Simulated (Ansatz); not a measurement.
C$_{3}$H$_{9}$BO (`CBCCO`), relaxed with RKS PBE0-D4/def2-TZVP in the Gaussian-basis code of Ansatz from a PBE-D4/def2-SVP geometry. The force threshold is 0.005 eV/Å; the program also tests the step.

Charge 0, multiplicity 1.

Start:

```xyz
14

C     1.436    1.363   -0.292
B     1.194    0.080    0.580
C    -0.157   -0.726    0.563
C    -1.265   -0.323   -0.408
O    -2.485   -1.018   -0.209
H     1.261    1.131   -1.367
H     2.430    1.836   -0.188
H     0.657    2.125   -0.053
H     2.067   -0.331    1.333
H     0.101   -1.808    0.443
H    -0.548   -0.684    1.611
H    -1.510    0.753   -0.278
H    -0.896   -0.428   -1.461
H    -2.284   -1.970   -0.275
```

By how much does the energy fall, and how many steps does the optimiser take? (Estimate.)

Ansatz gave: 1.56 kcal/mol, in 24 steps, 3 of them rejected.

Which bonds change most? (An estimate is asked.)

Ansatz gave: C1–H6 from 1.114 to 1.091 Å; C4–H13 from 1.121 to 1.100 Å; B2–H9 from 1.224 to 1.204 Å; C4–H12 from 1.111 to 1.093 Å.

Give the relaxed structure. (Best estimate.)

Ansatz gave: 
```xyz
14

C     1.413    1.373   -0.303
B     1.120    0.141    0.603
C    -0.193   -0.707    0.580
C    -1.239   -0.386   -0.466
O    -2.437   -1.122   -0.314
H     0.764    1.500   -1.171
H     2.459    1.421   -0.618
H     1.275    2.259    0.337
H     1.944   -0.161    1.427
H     0.104   -1.767    0.515
H    -0.639   -0.629    1.584
H    -1.535    0.664   -0.396
H    -0.822   -0.531   -1.473
H    -2.214   -2.056   -0.304
```
